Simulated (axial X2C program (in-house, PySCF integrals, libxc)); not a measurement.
Ω levels of OPmO⁺ from open-shell CI on f(δφ)2 f(π)0

Calculated with an in-house all-electron X2C program for linear molecules (integrals from PySCF): two-component X2C with atomic mean-field Coulomb and Gaunt terms, basis O dyall-v2z, Pm dyall-v2z (cores contracted in-house). Orbitals come from Hartree–Fock averaged over the configuration Pm f(δφ)2 f(π)0; CI then distributes these electrons over the f(δφ), f(π) shells of Pm.

O–Pm–O held linear, both bonds 1.650 Å (near the minimum of the configuration average).

Lowest levels of this model:

| Ω | energy (cm⁻¹) | g∥ | configuration |
| --- | --- | --- | --- |
| 4 | 0 | 6.07 | 100% f(δφ)2 |
| 5 | 3040 | 10.02 | 100% f(δφ)2 |
| 0 | 5512 | 0.00 | 100% f(δφ)2 |
| 6 | 5710 | 13.99 | 100% f(δφ)2 |
| 1 | 7145 | 3.59 | 100% f(δφ)2 |
| 0 | 12632 | 0.00 | 98% f(δφ)2 |
| 1 | 13073 | 2.33 | 99% f(δφ)2 |
| 2 | 13582 | 5.95 | 99% f(δφ)2 |
| 0 | 14498 | 0.00 | 98% f(δφ)2 |
| 0 | 17077 | 0.00 | 100% f(δφ)2 |
| 1 | 20515 | 2.04 | 99% f(δφ)2 |
| 4 | 23282 | 8.03 | 97% f(δφ)2 |
| 6 | 28087 | 12.02 | 100% f(δφ)2 |

g∥ is the magnitude of 2⟨Lz + ge Sz⟩ for the +Ω component.

Q: From Ω and g∥ of the lowest level, whose 2⟨Lz + ge Sz⟩ is positive, find ⟨Sz⟩ and ⟨Lz⟩ (ge = 2.0023).

A: Ω = ⟨Lz⟩ + ⟨Sz⟩ = 4 and ⟨Lz⟩ + ge⟨Sz⟩ = 3.035, so ⟨Sz⟩ = -0.96 and ⟨Lz⟩ = 4.96.

Occupations of the active spinors in the lowest level by ω, shell by shell in order of energy: -7/2: 0.00; -5/2: 0.00 0.00; -3/2: 0.00 0.00; -1/2: 0.00; 1/2: 0.00; 3/2: 1.00 0.00; 5/2: 0.39 0.61; 7/2: 0.00. The leading determinant has weight 0.61 among 5.

This point took 2.2 s on 1 thread of Arm Neoverse N1, with other jobs on the host.

Dynamic correlation is missing, so gaps between terms are too wide and other configurations may lie lower; the lowest level listed is that of this model, not necessarily the ground state. At most 6 roots were kept for each Ω > 0 (twice that for Ω = 0) within 3.5 eV of the lowest, so higher up levels can be missing between those listed; levels with Ω > 0 are doubly degenerate and listed once, Ω = 0 levels singly. States that fill the shells left empty in the average are placed too high. The molecule was held linear; bending was not examined.
